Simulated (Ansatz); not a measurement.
C3H9AlO can be A, `C[CH](C)[AlH][OH]`, or B, `CC[CH](O)[AlH2]`.

Gas-phase electronic energies from Ansatz, PBE0-D4/def2-TZVP geometries. CCSD(T)/CBS adds triple-zeta CCSD(T) − MP2 to the extrapolated MP2 energy (def2 sets, frozen cores). Functionals use def2-TZVPP. One conformer a species, not always the lowest.

A:

Z-matrix (Å, degrees):
```
C
C 1 1.529
H 1 1.096 2 111.3
H 1 1.095 2 111.5 3 -119.1
H 1 1.094 2 112.5 3 120.5
C 2 1.528 1 111.6 3 58.0
Al 2 1.961 1 112.2 3 -173.6
H 2 1.102 1 107.2 3 -59.6
H 6 1.095 2 111.4 1 61.4
H 6 1.097 2 111.2 1 -57.8
H 6 1.092 2 112.2 1 -178.7
O 7 1.701 2 117.4 1 -147.9
H 7 1.592 2 123.8 1 33.1
H 12 0.956 7 122.9 2 -178.5
```

B:

```xyz
14

C    -0.181    1.893   -0.174
C    -0.180    0.444   -0.639
C     0.263   -0.546    0.438
O    -0.594   -0.532    1.580
Al    0.365   -2.410   -0.225
H    -0.464    2.571   -0.982
H     0.811    2.191    0.181
H    -0.896    2.056    0.638
H    -1.184    0.180   -0.992
H     0.492    0.341   -1.500
H     1.287   -0.255    0.740
H    -0.577    0.348    1.969
H     1.332   -2.693   -1.458
H    -0.475   -3.588    0.422
```

Problem. Which is lower in electronic energy at CCSD(T)/CBS, and by how much? (Best estimate.)

Solution. The calculation gave: A, by 56.8 kcal/mol.

Problem. Give E(B) − E(A) in kcal/mol with PBE0-D4, B2PLYP, ωB97M-V, HF/def2-TZVPP, CCSD(T)/def2-TZVPP, PBE-D4, r2SCAN-D4. (Best estimate.)

Solution. Ansatz gave: PBE0-D4 54.6, B2PLYP 57.0, ωB97M-V 55.6, HF/def2-TZVPP 55.2, CCSD(T)/def2-TZVPP 56.3, PBE-D4 53.9, r2SCAN-D4 56.8. None reverses the order clearly.

Largest T1 diagnostic: 0.011.

In def2-TZVPP, CCSD(T) changes the Hartree–Fock value by +1.1 kcal/mol (the triples alone add −0.1 kcal/mol) and MP2 by +3.8 kcal/mol.
